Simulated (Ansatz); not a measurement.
The same path of AsB2H6N (10 atoms, charge 0, multiplicity 1) was run twice with different band settings. The coordinate that changes most is the height of N4 over the plane of its neighbours.

All numbers below come from Ansatz, RKS PBE0/def2-mTZVP.

Relaxed end points:

```xyz
10
Properties=species:S:1:pos:R:3
B -1.572 0.504 -0.622
As -0.151 -0.297 0.430
B 0.904 -1.554 -0.606
N 0.948 0.899 1.321
H -2.165 -0.216 -1.362
H -1.870 1.647 -0.468
H 2.080 -1.619 -0.446
H 0.302 -2.283 -1.328
H 0.595 1.085 2.253
H 1.012 1.784 0.831
```

```xyz
10
Properties=species:S:1:pos:R:3
B -1.688 0.485 -0.681
As -0.252 -0.214 0.421
B 0.897 -1.439 -0.550
N 0.626 1.161 1.299
H -2.238 -0.292 -1.395
H -2.029 1.618 -0.565
H 2.072 -1.454 -0.351
H 0.367 -2.205 -1.291
H 0.816 0.908 2.262
H 1.512 1.381 0.856
```

Common settings: spring 5.0 eV/Å²; optimiser quadratic models (default); start path through a guess of the saddle point; force threshold 0.05 eV/Å; iteration limit 60; end points relaxed.

| run | movable images | climbing image |
| --- | --- | --- |
| 1 | 7 | yes |
| 2 | 4 | no |

Problem. What does each run give, and how far can it be trusted?

Solution. Run 1: converged after 10 iterations, highest image 0.115 eV above the first end. A vibrational analysis at the climbing image gives one clearly imaginary mode, 555i cm⁻¹: a first-order saddle point.
Run 2: converged after 14 iterations, highest image 0.104 eV above the first end. No image climbed, so the highest image needn't sit at the top of the path.
